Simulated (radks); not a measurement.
Valence configurations of Ho+ (all share [Xe]). Calculated with a radial shooting solver on a logarithmic mesh with Libxc functionals: scalar-relativistic Kohn-Sham, PBEsol, spin-polarised, spherical densities, finite nucleus; open shells are filled with parallel spins first (spin-orbit coupling, left out, can overturn this in heavy ions); Fermi nuclear charge, rms radius 5.2022 fm. Energies are relative to 4f11 6s1; eigenvalues in eV for spin up.

| valence | E (eV) | moment (Bohr magnetons) | e(4f) | e(5d) | e(6p) | e(6s) |
|---|---|---|---|---|---|---|
| 4f11 6s1 | 0.000 | 4 | -10.649 | - | - | -9.366 |
| 4f10.5 5d0.5 6s1 | 1.091 | 5 | -13.804 | -7.989 | - | -9.846 |
| 4f11 6s0.5 6p0.5 | 1.806 | 4 | -11.341 | - | -6.124 | -9.714 |
| 4f11 5d1 | 2.307 | 4 | -9.002 | -6.060 | - | - |
| 4f10 6s2 | 2.862 | 4 | -19.563 | - | - | -10.674 |
| 4f12 | 2.937 | 2 | -4.375 | - | - | - |
| 4f10 5d1 6s1 | 3.147 | 6 | -17.180 | -8.804 | - | -10.253 |
| 4f10 5d1 6p1 | 7.176 | 6 | -18.515 | -9.751 | -6.915 | - |
| 4f10 6p2 | 10.491 | 6 | -22.066 | - | -8.142 | - |
| 4f9 6s1 6p2 | 20.527 | 8 | -32.263 | - | -9.122 | -14.163 |

NIST lists [Xe] 4f11 6s1 as the ground configuration; this level of theory agrees among the configurations tried. The energies are those of spherical high-spin densities, not of single terms.
